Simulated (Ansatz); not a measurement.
Born–Oppenheimer molecular dynamics of CH10N2OSi2 (16 atoms, charge 0, multiplicity 1). It starts from a relaxed structure.

These are results of UKS r2SCAN-D4/STO-3G in Ansatz, not measurements.

```json
{
  "ensemble": "NVT, Langevin thermostat",
  "time step": "0.5 fs",
  "steps asked": "67",
  "set temperature": "2000 K",
  "friction": "0.05 /fs",
  "seed": "530707"
}
```

First frame:

```xyz
16
Properties=species:S:1:pos:R:3
N -0.891 0.056 1.652
C 0.357 0.117 0.753
O 1.472 0.529 1.601
Si 0.925 -1.581 0.011
N 0.082 1.268 -0.211
Si -0.913 0.952 -1.658
H -1.713 0.107 0.981
H -0.950 -0.950 1.990
H 1.020 1.292 2.120
H -0.186 -2.179 -0.697
H 1.324 -2.469 1.080
H 2.024 -1.393 -0.910
H 1.040 1.587 -0.512
H -2.167 0.379 -1.221
H -1.138 2.220 -2.317
H -0.309 0.040 -2.618
```

Question: What does the run give?

Answer: All steps were run.

- steps done: 67
- time covered: 33.5 fs
- mean temperature over the second half: 1695 K
- spread of the potential energy over the second half: 35.2 meV per atom
- mean potential energy of the second half above the start: 175.1 meV per atom

The mean temperature of the second half is 15 % below the set value. A run of 0.034 ps of so small a system gives no equilibrium averages. Limits of this set-up: minimal basis.

Question: What happens to the structure?

Answer: The same pairs are bonded in the first frame and the last. Pairs count as bonded within 1.25 times the sum of covalent radii (0.12 Å more for H–H). The details hang on the random start.

Question: How do temperature and energy run in time?

Answer: 
| time (fs) | T (K) | potential energy less start (eV) |
| --- | --- | --- |
| 0 | 1875 | 0.000 |
| 1.5 | 1568 | 0.521 |
| 3 | 1493 | 1.371 |
| 4.5 | 1405 | 1.888 |
| 6 | 1327 | 1.979 |
| 7.5 | 1187 | 2.279 |
| 9 | 1261 | 2.394 |
| 10.5 | 1696 | 2.240 |
| 12 | 1683 | 2.277 |
| 13.5 | 1771 | 2.176 |
| 15 | 1868 | 2.007 |
| 16.5 | 1703 | 2.172 |
| 18 | 1601 | 2.203 |
| 19.5 | 1482 | 2.128 |
| 21 | 1695 | 1.823 |
| 22.5 | 1377 | 2.277 |
| 24 | 1532 | 3.100 |
| 25.5 | 1629 | 3.202 |
| 27 | 2048 | 3.274 |
| 28.5 | 1661 | 3.549 |
| 30 | 2041 | 2.960 |
| 31.5 | 1763 | 3.391 |
| 33 | 2016 | 3.068 |

The run took 14 min on 1 thread of Arm Neoverse V1, with other jobs on the host, peak memory 0.22 GiB.
